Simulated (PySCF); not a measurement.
# Dipole moment and polarisability of Se(CF3)2

Species: Se(CF3)2, C₂F₆Se.
Structure used (PBE0-D3(BJ)/def2-SVP), in Å, numbered top down from 1:
```xyz
9
C2F6Se angstrom
Se     0.0102   -0.0144   -1.3741
C      1.4669   -0.0754   -0.0540
F      1.5161   -1.2294    0.5913
F      1.3642    0.8914    0.8447
F      2.5977    0.0811   -0.7297
C     -1.4377    0.0594   -0.0444
F     -1.4807    1.2187    0.5907
F     -1.3309   -0.8997    0.8615
F     -2.5731   -0.1012   -0.7115
```

Level: B3LYP/def2-SVPD (PySCF), static field, nuclei fixed, core orbitals frozen in the response. The polarisability tensor in these axes (au):

```
x   66.80 -0.81 -0.03
y   -0.81 50.53  0.04
z   -0.03  0.04 57.63
```

What are the eigenvalues, a third of the trace, and Δα (Δα² = ½Σ(αi − αj)² over the three pairs)?

Principal values 50.49, 57.63 and 66.84 au; mean 58.32 au = 8.64 Å³ = 9.62 × 10⁻⁴⁰ C²·m²/J; Δα = 14.20 au (24 % of the mean).

What is the dipole moment, and where does it point?

(0.00, 0.00, -1.07) D, 1.07 D in size, pointing from the negative to the positive side. Measured along this direction, the outermost atoms are F4 and F8 at the negative end and Se1 at the positive end.

Find the Langevin capture rate constant for H3O+ (19.018 u) meeting this molecule (217.907 u), k = 2.342 × 10⁻⁹ cm³/s × √(α in Å³ / reduced mass in u).

The reduced mass is 17.49 u, so k = 1.65 × 10⁻⁹ cm³/s. The formula leaves out the permanent dipole, which adds to the capture rate.

Orientational against electronic polarisability at 400 K (dilute gas, rigid molecules)?

In Gaussian units μ²/3kT = 6.95 Å³ against 8.64 Å³, a ratio of 0.80; the Debye molar polarisation (4π/3)N_A(α + μ²/3kT) is 39.3 cm³/mol, leaving out the vibrational part.

Along which axes do the principal values lie, and how far do the nuclei extend along each?

Largest value along (1.00, -0.05, 0.00), where the nuclei span 5.16 Å; middle along (0.00, 0.00, 1.00), 2.23 Å; least along (0.05, 1.00, 0.00), 2.30 Å. 

Give the eigenvalues of the traceless quadrupole moment Θ = ½Σq(3rr − r²1), origin at the centre of nuclear charge.

-1.58, -0.82, 2.41 D·Å. The values depend on the origin, since the dipole doesn't vanish. The electronic extent ⟨r²⟩ about the same centre is 1355 bohr², a root-mean-square distance of 1.95 Å for the 100 electrons.

What would n − 1 = 2πNα be for an ideal gas of these molecules at 400 K and 1 atm, electronic part alone?

N = p/kT = 1.8347 × 10¹⁹ cm⁻³, so n − 1 = 2π × N × 8.64 × 10⁻²⁴ cm³ = 996 × 10⁻⁶ at long wavelengths.

Isolated species at its PBE0-D3(BJ)/def2-SVP geometry, gas phase. The calculation is non-relativistic, for selenium too.
